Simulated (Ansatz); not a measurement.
The first iterations of a band of BrH + ClFH2Si (7 atoms, charge 0, multiplicity 1).

Theory: RKS r2SCAN/def2-SVP (Ansatz 0.2.0).

```
movable images  : 5
climbing image  : yes
spring          : 2.0 to 10.0 eV/Å², energy-weighted
optimiser       : quadratic models (default)
start path      : through a guess of the saddle point
force threshold : 0.03 eV/Å
iteration limit : 60
end points      : relaxed
```

Image 0:

```xyz
7
Properties=species:S:1:pos:R:3
Si -0.244 0.558 0.669
F 0.083 -1.039 0.642
H -1.418 0.802 -0.197
H 0.979 1.287 0.270
Cl -0.721 1.054 2.603
H 0.603 -1.658 -1.362
Br 0.719 -1.004 -2.625
```

Image 6:

```xyz
7
Properties=species:S:1:pos:R:3
Si 0.033 0.919 0.089
F -0.810 -2.053 0.051
H -1.370 0.611 -0.253
H 0.368 2.354 -0.073
Cl 0.462 0.367 2.019
H -0.051 -2.019 -0.487
Br 1.368 -0.179 -1.345
```

| iteration | highest image above the first end (eV) | largest band force component (eV/Å) |
| --- | --- | --- |
| 1 | 1.824 | 3.709 |
| 2 | 1.427 | 1.329 |
| 3 | 1.398 | 0.923 |
| 4 | 1.354 | 0.361 |

Problem. Does the band converge within its limit, and where does its top end?

Solution. The forces met the threshold. It ended after 12 iterations with the highest image 1.353 eV above the first end. Another band between the same ends (5 images) ends at a top of the same energy, where a vibrational analysis finds 1 clearly imaginary mode. The orbitals stay closed-shell, which can raise the energy where a bond breaks towards radicals; this wasn't checked here.

Time of the run: 2.4 min on 2 threads of AMD EPYC 7R13 Processor (Zen 3) (shared host), peak memory 0.18 GiB.
